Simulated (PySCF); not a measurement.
Can point charges reproduce the dipole moment of `CC(C)(C(=O)F)C(=O)F`?

Coordinates (GFN2-xTB, Å) and charges (e) from the PBE0/pcSseg-1 density (PySCF):

```csv
atom,x,y,z,Mulliken,IAO,Hirshfeld,ESP-fitted
C1,-0.311,1.430,-0.294,-0.1288,-0.4159,-0.1155,-0.5043
C2,-0.026,-0.035,0.063,-0.7818,-0.0723,+0.0052,+0.1911
C3,0.836,-0.727,-1.001,-0.1284,-0.4160,-0.1156,-0.5142
C4,-1.338,-0.784,0.180,+0.6853,+0.6150,+0.2424,+0.6140
O5,-2.426,-0.428,-0.090,-0.3154,-0.3613,-0.1987,-0.4186
F6,-1.129,-2.048,0.633,-0.2671,-0.2844,-0.0811,-0.2435
C7,0.696,-0.072,1.394,+0.6852,+0.6151,+0.2426,+0.6238
O8,1.799,-0.400,1.635,-0.3154,-0.3613,-0.1988,-0.4218
F9,-0.107,0.392,2.388,-0.2669,-0.2844,-0.0810,-0.2462
H10,-0.870,1.474,-1.225,+0.1417,+0.1638,+0.0527,+0.1513
H11,0.623,1.973,-0.415,+0.1319,+0.1537,+0.0523,+0.1631
H12,-0.903,1.907,0.483,+0.1432,+0.1652,+0.0456,+0.1417
H13,1.008,-1.769,-0.740,+0.1432,+0.1652,+0.0455,+0.1439
H14,0.345,-0.678,-1.969,+0.1316,+0.1537,+0.0523,+0.1670
H15,1.799,-0.226,-1.066,+0.1417,+0.1638,+0.0526,+0.1527
```

Question: What dipole does each set of charges give (1 e·Å = 4.803 D), and what does the density give?

Answer: The full density gives (1.01, 1.34, -2.48) D, 2.99 D in size; dipole vectors point from the negative to the positive end.

| scheme | μx | μy | μz | size (D) | share of the full size (%) | angle to the full dipole (°) |
| --- | --- | --- | --- | --- | --- | --- |
| Mulliken | 1.51 | 2.03 | -3.72 | 4.49 | 150 | 0 |
| IAO | 1.37 | 1.83 | -3.36 | 4.06 | 136 | 0 |
| Hirshfeld | 0.54 | 0.72 | -1.33 | 1.61 | 54 | 0 |
| ESP-fitted | 1.02 | 1.36 | -2.51 | 3.03 | 101 | 0 |

Question: Which set comes closest?

Answer: Length of the difference vector: ESP-fitted 0.03 D, IAO 1.07 D, Hirshfeld 1.39 D, Mulliken 1.50 D. Closest: ESP-fitted. ESP charges are fitted to the potential around the molecule, whose slowest-falling term is the dipole's. The schemes that divide the density aren't constrained to reproduce the dipole.

Question: What is left for the Hirshfeld atoms' own dipoles?

Answer: The shares of the density sum to the whole, so what Σ q r misses lies in dipoles about the nuclei. The atomic dipoles sum to (1.01, 1.34, -2.48) − (0.54, 0.72, -1.33) = (0.47, 0.62, -1.15) D, 1.39 D in size.

Question: With the origin at the mean of the coordinates, (0.000, 0.001, -0.001) Å, which are the largest single terms, by size, of the Mulliken dipole along the direction of the full one?

Answer: C7 -3.14, C4 -3.13, F9 +2.36, F6 +2.34, O5 +1.42 D; all 15 atoms together +4.49 D. The single terms depend on the origin, their sum doesn't.

Question: Give the size of the full dipole in other units.

Answer: 2.99 D = 1.178 au = 0.623 e·Å = 9.99 × 10⁻³⁰ C·m.

One conformer (not necessarily the lowest) at the GFN2-xTB geometry, without solvent, vibrations or thermal averaging.

Shape of the structure used: `[CH3:1][C:2]([CH3:3])([C:4](=[O:5])[F:6])[C:7](=[O:8])[F:9]`: C1–C2–C4–O5 8°, C1–C2–C7–O8 -113°.
